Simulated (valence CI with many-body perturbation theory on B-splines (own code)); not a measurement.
La43+: electric-dipole lines

Calculated by configuration interaction combined with many-body perturbation theory (CI+MBPT): four valence electrons over a frozen Dirac-Fock core [Ne], a basis of 11 s, 11 p, 9 d, 7 f, 5 g, 2 h, 1 i functions for each j, with the one-electron correlation potential Σ1, the two-electron term Σ2, the three-electron term Σ3, Breit, model QED; selected CI, second order for the rest (own B-spline code, finite nucleus).

The last digits are not significant, and no measured levels were compared; by estimate large intervals hold to a few tenths of a per cent, small ones and those within an open d or f shell to about a per cent.

Lines 1 to 50 of 219 in falling wavelength, among levels below 40.559 Ry, chosen from the strongest by gf and those to the six lowest levels. Wavelengths and rates use the calculated energies. Electric multipoles are in the length gauge, E1 and E2 with the static RPA response of the core. Weak lines are less certain than strong ones. Lines between different terms over intervals too small for the method are left out, as are lines whose strength nearly cancels. The highest levels of a list are the least certain.

Levels are named by their leading jj configuration (3d3/2^4 stands for four electrons in 3d with j = 3/2), which in mixed levels can hold well under half, so a name can repeat and another be missing. Letters in brackets count levels of one name in rising energy.

| λ vac (nm) | Upper | Lower | A (s⁻¹) | S (a.u.) |
| --- | --- | --- | --- | --- |
| 474.4 | (3s 3p1/2^2 3p3/2) J=2 | (3s^2 3p3/2^2) J=2 | 1.66e+03 | 4.37e-04 |
| 139.9 | (3s 3p1/2^2 3p3/2) J=1 | (3s^2 3p3/2^2) J=0 | 5.24e+04 | 2.12e-04 |
| 52.20 | (3s 3p1/2^2 3p3/2) J=1 | (3s^2 3p3/2^2) J=2 | 5.44e+06 | 1.15e-03 |
| 25.16 | (3s^2 3p1/2 3d3/2) J=2 | (3s^2 3p3/2^2) J=2 | 4.98e+06 | 1.96e-04 |
| 19.55 | (3s^2 3p1/2 3d3/2) J=1 | (3s^2 3p3/2^2) J=0 | 8.97e+06 | 9.92e-05 |
| 15.91 | (3s 3p1/2 3p3/2 3d3/2) J=3 [a] | (3s^2 3p3/2 3d3/2) J=2 | 1.02e+09 | 1.42e-02 |
| 15.83 | (3s^2 3p1/2 3d3/2) J=1 | (3s^2 3p3/2^2) J=2 | 5.62e+07 | 3.31e-04 |
| 15.75 | (3s^2 3p1/2 3d5/2) J=2 | (3s^2 3p3/2^2) J=2 | 2.65e+08 | 2.55e-03 |
| 14.91 | (3s^2 3p1/2 3d5/2) J=3 | (3s^2 3p3/2^2) J=2 | 2.88e+08 | 3.31e-03 |
| 14.05 | (3s 3p1/2 3p3/2 3d3/2) J=4 | (3s^2 3p3/2 3d3/2) J=3 | 3.38e+09 | 4.17e-02 |
| 13.94 | (3s 3p1/2^2 3d3/2) J=2 | (3s^2 3p1/2 3d3/2) J=1 | 3.19e+09 | 2.14e-02 |
| 13.68 | (3s 3p1/2^2 3d5/2) J=3 | (3s 3p1/2 3p3/2^2) J=2 [a] | 1.42e+09 | 1.26e-02 |
| 13.63 | (3s 3p1/2 3p3/2 3d5/2) J=4 [a] | (3s^2 3p3/2 3d5/2) J=4 | 1.24e+09 | 1.40e-02 |
| 12.73 | (3s 3p1/2 3p3/2 3d5/2) J=4 [b] | (3s^2 3p3/2 3d5/2) J=3 | 2.73e+09 | 2.50e-02 |
| 12.53 | (3s 3p1/2 3p3/2 3d3/2) J=2 [c] | (3s^2 3p3/2 3d3/2) J=2 | 2.52e+09 | 1.22e-02 |
| 12.25 | (3s 3p1/2 3p3/2 3d3/2) J=3 [b] | (3s^2 3p3/2 3d3/2) J=3 | 1.62e+09 | 1.03e-02 |
| 12.07 | (3s 3p1/2 3p3/2 3d3/2) J=2 [a] | (3s 3p1/2 3p3/2^2) J=1 [b] | 2.05e+09 | 8.88e-03 |
| 11.90 | (3s 3p1/2 3p3/2^2) J=2 [a] | (3s^2 3p3/2^2) J=2 | 2.25e+08 | 9.34e-04 |
| 11.89 | (3s 3p1/2^2 3p3/2) J=2 | (3s^2 3p1/2 3p3/2) J=2 | 4.58e+09 | 1.90e-02 |
| 11.77 | (3s 3p1/2 3p3/2 3d3/2) J=2 [d] | (3s^2 3p3/2 3d3/2) J=1 | 3.12e+09 | 1.26e-02 |
| 11.71 | (3s 3p1/2 3p3/2 3d5/2) J=5 | (3s^2 3p3/2 3d5/2) J=4 | 9.23e+09 | 8.04e-02 |
| 11.57 | (3s 3p1/2 3p3/2 3d5/2) J=4 [c] | (3s^2 3p3/2 3d5/2) J=3 | 4.29e+09 | 2.95e-02 |
| 11.26 | (3s 3p1/2 3p3/2 3d3/2) J=2 [a] | (3s 3p1/2 3p3/2^2) J=2 [b] | 3.55e+09 | 1.25e-02 |
| 11.16 | (3s 3p1/2^2 3p3/2) J=2 | (3s^2 3p1/2 3p3/2) J=1 | 6.23e+09 | 2.14e-02 |
| 11.15 | (3s 3p1/2 3p3/2^2) J=3 | (3s^2 3p3/2^2) J=2 | 5.99e+09 | 2.87e-02 |
| 11.11 | (3s 3p1/2 3p3/2 3d3/2) J=3 [c] | (3s^2 3p3/2 3d3/2) J=2 | 2.12e+09 | 1.00e-02 |
| 11.10 | (3s 3p1/2 3p3/2 3d3/2) J=3 [c] | (3s^2 3p3/2 3d3/2) J=3 | 4.78e+09 | 2.26e-02 |
| 11.10 | (3s 3p1/2^2 3d5/2) J=3 | (3s^2 3p1/2 3d5/2) J=3 | 6.37e+09 | 3.01e-02 |
| 11.05 | (3s 3p1/2 3p3/2^2) J=1 [a] | (3s^2 3p3/2^2) J=0 | 4.32e+09 | 8.62e-03 |
| 11.01 | (3s 3p1/2 3p3/2 3d5/2) J=3 [a] | (3s^2 3p3/2 3d5/2) J=2 | 6.35e+09 | 2.93e-02 |
| 10.92 | (3s 3p1/2 3p3/2 3d5/2) J=1 [b] | (3s^2 3p3/2 3d5/2) J=1 | 6.04e+09 | 1.17e-02 |
| 10.92 | (3s 3p1/2^2 3d3/2) J=1 | (3s^2 3p1/2 3d3/2) J=2 | 1.25e+10 | 2.41e-02 |
| 10.74 | (3s 3p1/2 3p3/2 3d5/2) J=2 [c] | (3s^2 3p3/2 3d5/2) J=1 | 7.16e+09 | 2.19e-02 |
| 10.68 | (3s 3p1/2^2 3d5/2) J=3 | (3s^2 3p1/2 3d5/2) J=2 | 8.54e+09 | 3.59e-02 |
| 10.51 | (3s 3p1/2^2 3d3/2) J=2 | (3s^2 3p1/2 3d3/2) J=2 | 9.39e+09 | 2.69e-02 |
| 10.45 | (3p1/2^2 3p3/2^2) J=0 | (3s 3p1/2 3p3/2^2) J=1 [b] | 1.24e+10 | 6.99e-03 |
| 10.37 | (3s 3p1/2 3p3/2 3d5/2) J=3 [d] | (3s^2 3p3/2 3d5/2) J=3 | 8.77e+09 | 3.38e-02 |
| 10.31 | (3s 3p1/2 3p3/2 3d5/2) J=2 [c] | (3s^2 3p3/2 3d5/2) J=3 | 2.89e+09 | 7.82e-03 |
| 10.26 | (3s 3p1/2^2 3d5/2) J=2 | (3s^2 3p1/2 3d5/2) J=3 | 1.56e+10 | 4.15e-02 |
| 10.22 | (3s 3p1/2 3p3/2 3d5/2) J=2 [b] | (3s^2 3p3/2 3d5/2) J=2 | 8.56e+09 | 2.25e-02 |
| 10.20 | (3s 3p1/2 3p3/2 3d5/2) J=2 [d] | (3s^2 3p3/2 3d5/2) J=1 | 4.32e+09 | 1.13e-02 |
| 10.16 | (3s 3p1/2 3p3/2 3d5/2) J=3 [b] | (3s^2 3p3/2 3d5/2) J=2 | 3.58e+09 | 1.30e-02 |
| 10.14 | (3s 3p1/2 3p3/2 3d3/2) J=2 [b] | (3s 3p1/2 3p3/2^2) J=2 [b] | 4.50e+09 | 1.16e-02 |
| 10.12 | (3s 3p1/2 3p3/2^2) J=1 [b] | (3s^2 3p3/2^2) J=0 | 3.96e+09 | 6.06e-03 |
| 10.02 | (3s 3p1/2 3p3/2 3d5/2) J=4 [b] | (3s^2 3p3/2 3d5/2) J=4 | 3.34e+09 | 1.49e-02 |
| 10.01 | (3s 3p1/2 3p3/2 3d5/2) J=3 [b] | (3s^2 3p3/2 3d5/2) J=4 | 1.99e+09 | 6.89e-03 |
| 9.906 | (3s 3p1/2 3p3/2 3d3/2) J=2 [b] | (3s 3p1/2 3p3/2^2) J=1 [a] | 3.36e+09 | 8.05e-03 |
| 9.899 | (3s 3p1/2^2 3d5/2) J=2 | (3s^2 3p1/2 3d5/2) J=2 | 4.59e+09 | 1.10e-02 |
| 9.888 | (3s 3p1/2^2 3p3/2) J=1 | (3s^2 3p1/2 3p3/2) J=2 | 1.80e+10 | 2.58e-02 |
| 9.816 | (3s 3p1/2 3p3/2 3d5/2) J=2 [d] | (3s^2 3p3/2 3d5/2) J=3 | 7.64e+09 | 1.78e-02 |
